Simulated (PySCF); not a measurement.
## Static response to an electric field

Species: C₄H₉N₂P.
Geometry (GFN2-xTB, Å), atoms numbered from 1 in this order:
```xyz
16
C4H9N2P angstrom
C     -1.473   -1.383    0.263
P     -1.333    0.159   -0.752
N     -1.362    1.265    0.579
C      0.515    0.196   -1.027
C      1.363    0.066    0.241
C      2.737    0.372   -0.052
N      3.822    0.620   -0.313
H     -2.527   -1.586    0.446
H     -0.962   -1.267    1.216
H     -1.059   -2.219   -0.297
H     -2.254    1.201    1.061
H     -1.275    2.221    0.242
H      0.755   -0.599   -1.737
H      0.736    1.147   -1.523
H      1.312   -0.949    0.643
H      0.997    0.764    1.000
```

Level: CAM-B3LYP/def2-SVPD (PySCF), static field, nuclei fixed, core orbitals frozen in the response. The polarisability tensor in these axes (au):

```
x   104.94   5.24  -3.59
y     5.24  78.81  -0.98
z    -3.59  -0.98  74.50
```

Q: Give the principal values, the mean and the anisotropy Δα = √{½[(α1 − α2)² + (α2 − α3)² + (α1 − α3)²]}.

A: Principal values 74.04, 77.82 and 106.39 au; mean 86.08 au = 12.76 Å³ = 14.19 × 10⁻⁴⁰ C²·m²/J; Δα = 30.63 au (36 % of the mean).

Q: What is the dipole moment, and where does it point?

A: (-4.67, -0.62, 1.15) D, 4.85 D in size, pointing from the negative to the positive side. Measured along this direction, the outermost atoms are N7 at the negative end and H8 at the positive end.

Q: Rayleigh depolarisation ratio (linearly polarised light, static tensor)?

A: ρ = 3Δα²/(45ᾱ² + 4Δα²) = 2814.7/(333465 + 3752.9) = 0.00835.

Q: What molar refraction does this α imply?

A: Lorentz–Lorenz: R = (4π/3)N_A α = 2.5225 cm³/(mol·Å³) × 12.76 Å³ = 32.2 cm³/mol, in the limit of long wavelengths.

Q: Directions of the eigenvectors, and the extent of the frame along each?

A: Largest value along (0.98, 0.19, -0.12), where the nuclei span 6.70 Å; middle along (-0.20, 0.98, -0.07), 4.34 Å; least along (0.10, 0.09, 0.99), 2.86 Å. The response follows the extents in order.

Q: In TDDFT the mean static polarisability is Σ f/ω² over all singlet excitations (ω in hartree). How much of it do the 8 lowest give? Their energies (eV) and oscillator strengths: 5.44, 0.0260; 6.05, 0.0877; 6.28, 0.0662; 7.00, 0.1052; 7.16, 0.1121; 7.40, 0.0160; 7.60, 0.0102; 7.79, 0.0719.

A: They add up to 8.10 au, 9.4 % of the 86.08 au; the largest single term is 1.77 au, from the state at 6.05 eV. Terms in order: 0.65, 1.77, 1.24, 1.59, 1.62, 0.22, 0.13, 0.88 au. Higher excitations give the rest. The strengths listed sum to 0.495.

Q: What would n − 1 = 2πNα be for an ideal gas of these molecules at 273.15 K and 1 atm, electronic part alone?

A: N = p/kT = 2.6868 × 10¹⁹ cm⁻³, so n − 1 = 2π × N × 12.76 × 10⁻²⁴ cm³ = 2153 × 10⁻⁶ at long wavelengths.

Geometry: GFN2-xTB, one conformer, isolated molecule.
